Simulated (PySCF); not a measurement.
# Static response to an electric field

Compound: C5H8GeOS.
Structure used (PBE0-D3(BJ)/def2-SVP), in Å, numbered top down from 1:
```
atom  x, y, z in Å
C1     2.840    0.514   -0.258
S2     2.458   -1.059   -1.096
Ge3    0.886   -1.817    0.273
C4    -0.608   -0.597    0.128
C5    -0.944    0.310   -0.843
C6    -2.151    0.939   -0.411
C7    -2.456    0.369    0.790
O8    -1.534   -0.553    1.123
H9     1.950    1.154   -0.182
H10    3.261    0.343    0.743
H11    3.593    1.025   -0.873
H12    0.539   -3.232   -0.216
H13    1.388   -1.844    1.729
H14   -0.382    0.492   -1.757
H15   -2.718    1.714   -0.923
H16   -3.269    0.515    1.498
```

Level: B3LYP/def2-SVPD (PySCF), static field, nuclei fixed, core orbitals frozen in the response. The polarisability tensor in these axes (au):

```
x   131.05 -12.09 -11.46
y   -12.09 109.21  -6.06
z   -11.46  -6.06 100.34
```

Question: Diagonalise the tensor; give its mean and Δα, where Δα² is half the sum of the squared differences of the eigenvalues.

Answer: Principal values 90.91, 111.44 and 138.26 au; mean 113.53 au = 16.82 Å³ = 18.72 × 10⁻⁴⁰ C²·m²/J; Δα = 41.13 au (36 % of the mean).

Question: What is the dipole moment, and where does it point?

Answer: (-0.72, 1.51, 0.60) D, 1.78 D in size, pointing from the negative to the positive side. Measured along this direction, the outermost atoms are H12 at the negative end and H16 and H15 at the positive end.

Question: What would n − 1 = 2πNα be for an ideal gas of these molecules at 298.15 K and 1 atm, electronic part alone?

Answer: N = p/kT = 2.4615 × 10¹⁹ cm⁻³, so n − 1 = 2π × N × 16.82 × 10⁻²⁴ cm³ = 2602 × 10⁻⁶ at long wavelengths, for an ideal gas.

Question: In TDDFT the mean static polarisability is Σ f/ω² over all singlet excitations (ω in hartree). How much of it do the 10 lowest give? Their energies (eV) and oscillator strengths: 5.10, 0.0102; 5.51, 0.1561; 5.56, 0.0039; 5.79, 0.0028; 5.93, 0.1663; 5.99, 0.0014; 6.09, 0.0166; 6.11, 0.0129; 6.45, 0.0025; 6.53, 0.0014.

Answer: They add up to 8.44 au, 7.4 % of the 113.53 au; the largest single term is 3.81 au, from the state at 5.51 eV. Terms in order: 0.29, 3.81, 0.09, 0.06, 3.50, 0.03, 0.33, 0.25, 0.04, 0.02 au. Higher excitations give the rest. The strengths listed sum to 0.374.

Question: Estimate the molar refractivity from the static electronic polarisability.

Answer: Lorentz–Lorenz: R = (4π/3)N_A α = 2.5225 cm³/(mol·Å³) × 16.82 Å³ = 42.4 cm³/mol, in the limit of long wavelengths.

Question: Rayleigh depolarisation ratio (linearly polarised light, static tensor)?

Answer: ρ = 3Δα²/(45ᾱ² + 4Δα²) = 5075.3/(580050 + 6767.1) = 0.00865.

The structure is a single PBE0-D3(BJ)/def2-SVP conformer in the gas phase; no vibrational or solvent corrections. The calculation is non-relativistic, for germanium too.

These values come from a run that also computed excited states and ΔSCF ions. The run took 5.3 min wall on one thread, Arm Neoverse N1 (aarch64), on a shared host, and the process peaked at 1.2 GiB of memory.
